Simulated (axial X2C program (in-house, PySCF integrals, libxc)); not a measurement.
# Spin–orbit effects down a group: molecules with O (ions), PBE0

All values come from calculations with an in-house all-electron X2C program for linear molecules (integrals from PySCF), spin-free (one-electron X2C) or two-component (2c: spin–orbit coupling with atomic mean-field Coulomb and Gaunt terms, which also bring small scalar terms), in Dyall basis sets with cores contracted in-house; open shells are unrestricted.

Basis sets: C dyall-v3z, Ge dyall-cv3z, O dyall-av3z, Si dyall-v3z, Sn dyall-cv3z.

```
molecule   spin-free state  Re (Å)  ωe (cm⁻¹)  De (eV)  2c state  Re 2c (Å)  ωe 2c (cm⁻¹)  De 2c (eV)
     CO⁺  M_S = 1/2, Λ = 0   1.106     2330.5     8.59   Ω = 1/2      1.106        2330.4        8.59
    SiO⁺  M_S = 1/2, Λ = 0   1.526     1140.8     4.58   Ω = 1/2      1.526        1140.7        4.58
    GeO⁺  M_S = 1/2, Λ = 1   1.768      745.1     3.62   Ω = 3/2      1.768         744.6         n/a
    SnO⁺  M_S = 1/2, Λ = 1   1.974      643.7     3.10   Ω = 3/2      1.974         642.1         n/a
```

Problem. Work out the shifts from the spin-free to the two-component result.

Solution. 

| molecule | 2c state | ΔRe (Å) | Δωe (cm⁻¹) | ΔDe (eV) |
| --- | --- | --- | --- | --- |
| CO⁺ | Ω = 1/2 | 0.000 | -0.1 | 0.00 |
| SiO⁺ | Ω = 1/2 | 0.000 | -0.1 | 0.00 |
| GeO⁺ | Ω = 3/2 | 0.000 | -0.5 | n/a |
| SnO⁺ | Ω = 3/2 | 0.000 | -1.6 | n/a |

Shifts of one unit in the last digit are rounding.

Fragments in 2c: O + C+, Si+ + O, Ge+ + O, Sn+ + O. Each entry is the lowest single determinant of a limited PBE0 search at one distance. De goes to single-determinant-based atoms at the same level (for ions the charge split of lowest energy) and is withheld (n/a) where an atom does not fit its ground term or J level. Main or longest-lived isotopes. One determinant is a doubtful description, or other states lie close, for GeO⁺, SnO⁺; these need not be ground states, and all values refer to the states named. Some light 2c atoms are not at their ground J level, so De misses part of their lowering (0.04 eV or less). The functionals have no current term, which raises determinants with orbital currents.
